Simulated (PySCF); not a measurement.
**J couplings in [Cu(OH)2]-**

Geometry:
```
atom   x (Å)   y (Å)   z (Å)
 Cu1  -0.002  -0.001   0.000
  O2   0.006   0.001   1.830
  H3  -0.405   0.846   2.051
  O4  -0.012  -0.004  -1.830
  H5   0.414  -0.842  -2.051
```

Total charge -1.

Indirect spin–spin couplings were computed at PBE/pcJ-1 (pcSseg-1 on Cu) (PySCF 2.14.0 with density-fitted response routines) on a PBE0-D3(BJ)/def2-SVP structure, for the isolated molecule, without vibrational or relativistic corrections. Couplings are averaged over pairs made equivalent by symmetry, fast rotation or ring inversion, so a value needn't be that of the named pair in this geometry, while other rotamers aren't included; one pair stands for each set, and the list holds those of at least 1.5 Hz over up to four bonds.

Isotopes: 17O, 1H. Couplings to quadrupolar nuclei such as 17O and 33S are rarely resolved in practice.

```json
{"pair": "O2, H3", "bonds": "1", "J (Hz)": "?"}
{"pair": "O2, O4", "bonds": "2", "J (Hz)": "-6.3"}
{"pair": "O2, H5", "bonds": "3", "J (Hz)": "?"}
```

Question: Estimate the withheld couplings, with signs.

Answer: 
- 1J(O2,H3) = -46.8 Hz (bond length 0.965 Å)
- 3J(O2,H5) = 1.7 Hz
